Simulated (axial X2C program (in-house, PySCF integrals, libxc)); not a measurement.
## TiF⁺: nuclear properties from DFT to coupled cluster

Computed with an axial X2C code built on PySCF integrals: two-component X2C with atomic mean-field Coulomb and Gaunt terms, Gaussian nuclei, basis Ti dyall-acv3z, F dyall-av3z with contracted cores.

R = 1.765 Å (near the PBE0 minimum at charge 1 of the determinant lowest at the starting distance; the state shown can have its own minimum elsewhere); state Ω = 1 (⟨Sz⟩ = 1.00, ⟨Lz⟩ = 0.00 at PBE0).

```tsv
level	Eeff magnitude (GV/cm)	Ws magnitude Ti (kHz)	A∥/gI Ti (MHz)	qzz Ti (a.u.)	A∥/gI F (MHz)
PBE0	0.037	0.0149	-303	0.97	-3.54
HF	0.0535	0.0214	-370	0.90	-13.6
B3LYP	0.0352	0.0141	-271	0.99	-2.6
```

Eeff is the effective electric field on the electron electric dipole moment in this Ω state and Ws the scalar–pseudoscalar constant of the nucleus named (defined with the proton number Z and per Ω); A∥ (defined per Ω) follows by multiplying with gI = μI/(I μN); qzz is the electric field gradient, eQq0 = 234.96 MHz × Q/barn × qzz. The operators were transformed with the bare-nucleus X2C matrices; with these basis sets, hyperfine constants and field gradients can be off by tens of per cent, and where levels differ in sign neither size nor sign is settled.

Finite-field MP2, CCSD and CCSD(T), with 18 electrons correlated in 130 natural virtual spinors (MP2 remainder added):

```csv
level,Eeff magnitude (GV/cm),Ws magnitude Ti (kHz),A∥/gI Ti (MHz),qzz Ti (a.u.),A∥/gI F (MHz)
MP2,0.0514,0.0204,-334,1.10,-4.78
CCSD,0.0458,0.0183,-322,1.01,-5.98
CCSD(T),0.0467,0.0186,-321,1.02,-5.33
```

T1 = 0.017 (Lee–Taylor). One unrestricted determinant, the lowest of a limited PBE0 search, is the reference; the functionals treat spin collinearly. With several open shells it need not be a pure state. Correlation of the inner shells is missing, which matters for properties at the nucleus. Number of frozen shells: Ti 2 s, 1 p; F 1 s.

Q: By how much does correlation change each value, CCSD(T) against HF?

A: Eeff magnitude -13 %; Ws magnitude Ti -13 %; A∥/gI Ti -13 %; qzz Ti 13 %; A∥/gI F -61 %.
